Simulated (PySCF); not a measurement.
**How methods differ on the ionisation energy of Rb**

Rb [Kr] 5s1 (2S) → Rb⁺ [Kr] (1S), as a difference of total energies. Computed with PySCF 2.14 in def2-QZVPPD with the def2 core potential (28 electrons) (7s5p4d3f, 63 functions), with scalar relativity through the core potential. Correlated levels: valence and next inner shell: nothing frozen outside the core potential. The calculations carry no spin-orbit coupling.

Task: Order these methods by the ionisation energy they give, lowest first.
A. M06-2X
B. PBE0
C. UHF
D. MP2 (valence and next inner shell)

Result: C (3.804 eV), D (4.103 eV), A (4.131 eV), B (4.207 eV).

Errors of the correlated levels include the incompleteness of this basis.

For comparison: 4.177 eV (measured; NIST Atomic Spectra Database, ionization energies).
